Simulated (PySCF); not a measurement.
KCd⁺: frontier orbitals

PBE at R = 3.702 Å; PySCF, scalar-relativistic core potentials, basis sets K def2-SVP, Cd def2-SVP with ECP28. State: ¹Σ⁺ (singlet), closed shell. Only the outer orbitals are listed, counted within each symmetry, core potentials removing the inner ones.

```json
{"orbital": "8σ", "occ.": "2", "ε (eV)": "-15.68", "on K (%)": "0", "main shells (%)": "100 Cd d"}
{"orbital": "4π", "occ.": "2", "ε (eV)": "-15.66", "on K (%)": "0", "main shells (%)": "100 Cd d"}
{"orbital": "4π", "occ.": "2", "ε (eV)": "-15.66", "on K (%)": "0", "main shells (%)": "100 Cd d"}
{"orbital": "1δ", "occ.": "2", "ε (eV)": "-15.62", "on K (%)": "0", "main shells (%)": "100 Cd d"}
{"orbital": "1δ", "occ.": "2", "ε (eV)": "-15.62", "on K (%)": "0", "main shells (%)": "100 Cd d"}
{"orbital": "9σ", "occ.": "2", "ε (eV)": "-9.70", "on K (%)": "8", "main shells (%)": "92 Cd s"}
{"orbital": "10σ", "occ.": "0", "ε (eV)": "-5.95", "on K (%)": "73", "main shells (%)": "73 K s, 22 Cd p"}
{"orbital": "5π", "occ.": "0", "ε (eV)": "-4.87", "on K (%)": "21", "main shells (%)": "79 Cd p, 16 K p"}
{"orbital": "5π", "occ.": "0", "ε (eV)": "-4.87", "on K (%)": "21", "main shells (%)": "79 Cd p, 16 K p"}
```

Problem. Which are the highest filled and the lowest empty level, where do they sit, and how wide is the gap?

Solution. Highest filled 9σ at -9.70 eV (in %: 92 Cd s); lowest empty 10σ at -5.95 eV (in %: 73 K s, 22 Cd p); the gap at PBE is 3.75 eV.

* bond order (Mayer): 0.30
* ⟨S²⟩: 0.000
* charge on K (Mulliken, basis-dependent): 0.84
* charge on K (Löwdin, basis-dependent): 0.72
* dipole moment (positive dipole points towards Cd; it is taken about the centre of mass and depends on that origin): -10.75 D
* polarisability along the bond: 63.3 bohr³
* polarisability across the bond: 46.4 bohr³

Closed-shell solutions of metal pairs were not tested for spin polarisation, which can lower them a little.
